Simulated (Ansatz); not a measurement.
`[CH3][Al]([OH])[SeH]` + `CO[SiH3]` → `CO[SiH2][SeH]` + `[CH3][AlH][OH]`  (formal exchange of groups at the Se–Al bond)

Computed with Ansatz on PBE0-D4/def2-TZVP structures; ΔE is electronic, products minus reactants. CCSD(T)/CBS is the MP2 limit (def2-TZVPP, def2-QZVPP) plus CCSD(T) − MP2 in def2-TZVPP, frozen cores. DFT in def2-TZVPP. For Se outer-core shells are correlated without core-valence functions, which leaves a few kJ/mol of doubt a bond. Scalar relativity is left out up to krypton. Each species was taken in one conformer, which may not be the lowest.

```csv
level,ΔE (eV)
r2SCANh-D4,0.63
PBE,0.58
CAM-B3LYP,0.62
LC-ωPBE,0.61
```

**Question.** What does CCSD(T)/CBS give? (Estimate.)

**Answer.** Ansatz gave: +0.62 eV. The listed levels differ from it by 0.01, -0.04, 0.00, -0.01 eV.

Largest T1 diagnostic among the species: 0.011.

At CCSD(T), def2-SVP lies +0.06 eV from the extrapolated value and def2-TZVPP +0.02 eV. Leaving LDA and LC-ωPBE aside and taking each functional with its dispersion term where it has one, the values, not all of them listed here, spread over 0.15 eV, from B97M-V to BHLYP-D4.
